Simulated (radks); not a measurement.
Results of a calculation; reference values are marked as such.
Question: Species: Ru4+. Configuration: [Kr] 4d4 (the NIST ground configuration). Code: a radial shooting solver on a logarithmic mesh with Libxc functionals. Model: Dirac Kohn-Sham, PBE, spin-unpolarised, spherical densities, point nucleus; open shells fill j = l - 1/2 first. Some entries of the table are withheld. Estimate them.

orbital,occ.,eigenvalue (hartree),r(max) (bohr)
1s1/2,2,-807.6946,0.02171
2s1/2,2,-117.7661,(1)
2p1/2,2,(2),0.09548
2p3/2,4,(3),0.09947
3s1/2,2,-22.32167,0.3617
3p1/2,2,(4),0.3485
3p3/2,4,(5),0.3580
3d3/2,4,(6),0.2994
3d5/2,6,(7),0.3022
4s1/2,2,-4.66282,0.9104
4p1/2,2,-3.62667,(8)
4p3/2,4,-3.49509,(9)
4d3/2,4,-1.91232,1.140
4d5/2,0,-1.89550,1.149

Answer: 
(1) 2s1/2 r(max) (bohr): 0.1230
(2) 2p1/2 eigenvalue (hartree): -108.9605
(3) 2p3/2 eigenvalue (hartree): -104.1494
(4) 3p1/2 eigenvalue (hartree): -18.90695
(5) 3p3/2 eigenvalue (hartree): -18.08997
(6) 3d3/2 eigenvalue (hartree): -12.05000
(7) 3d5/2 eigenvalue (hartree): -11.89073
(8) 4p1/2 r(max) (bohr): 0.9581
(9) 4p3/2 r(max) (bohr): 0.9815
